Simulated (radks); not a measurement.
Effect of the nuclear size on neutral arsenic, [Ar] 3d10 4s2 4p3. All-electron calculation, Dirac Kohn-Sham, LDA (Slater exchange, Perdew-Wang correlation), spin-unpolarised, spherical densities, finite nucleus; open shells are shared between the two j in proportion to 2j + 1; Fermi nuclear charge, rms radius 4.0968 fm. Program: a radial shooting solver on a logarithmic mesh with Libxc functionals. The rms radius is varied about that value; shifts are against it.

rms radius (fm),total energy shift (eV),density at nucleus (e/bohr^3),1s1/2 shift (meV),2s1/2 shift (meV),3p1/2 shift (meV),4s1/2 shift (meV)
3.3389,-0.133,3.588e+04,-56.5,-5.56,0.083,-0.071
3.8387,-0.0481,3.554e+04,-20.4,-2.01,0.030,-0.026
4.0968,0,3.538e+04,0.000,0.000,0.000,0.000
4.4082,0.0619,3.521e+04,26.3,2.59,-0.039,0.033
5.0145,0.195,3.491e+04,82.7,8.14,-0.121,0.103

Slopes of the eigenvalues against <r^2> in GHz/fm^2, as finite differences over the two radii next to the reference (eigenvalue slopes, not the field-shift constants of lines): 1s1/2 2410, 2s1/2 237, 3p1/2 -3.53, 4s1/2 3.01.
